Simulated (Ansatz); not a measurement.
Cartesian coordinates (Å):
SMILES: Clc1cc(c2ccsc2c1)[SiH3]
```xyz
18

Si     2.5487     0.2959     0.3070
C      0.7953    -0.3556     0.1224
C      0.5492    -1.7246     0.1723
C     -0.7548    -2.2328     0.0364
Cl    -0.9977    -3.9472     0.1073
C     -1.8458    -1.3989    -0.1520
C     -1.6054    -0.0234    -0.2031
S     -2.7927     1.2237    -0.4283
C     -1.5731     2.4499    -0.3458
C     -0.3214     1.9517    -0.1568
C     -0.3030     0.5176    -0.0693
H      2.9575     1.0682    -0.9064
H      2.6529     1.2101     1.4856
H      3.4691    -0.8641     0.4930
H      1.3663    -2.4342     0.3185
H     -2.8491    -1.8140    -0.2551
H     -1.8619     3.4960    -0.4446
H      0.5662     2.5818    -0.0812
```
Charge 0, multiplicity 1.

Calculation: frozen-core CCSD(T)/cc-pVDZ // PBE0-D3(BJ)/def2-SVP in Ansatz (a program for electronic structure). The restricted HF reference is unstable towards unrestricted orbitals.

```json
{
  "HF energy": "-1453.00089 Ha",
  "MP2 correlation energy": "-1.41075 Ha"
}
```

Q: Estimate the CCSD correlation energy, the (T) correction, the total energy and the T1 diagnostic.

A: 
| Quantity | Value |
|---|---|
| CCSD correlation energy | -1.47328 Ha |
| (T) correction | -0.06688 Ha |
| CCSD(T) total energy | -1454.54106 Ha |
| T1 diagnostic | 0.012 |
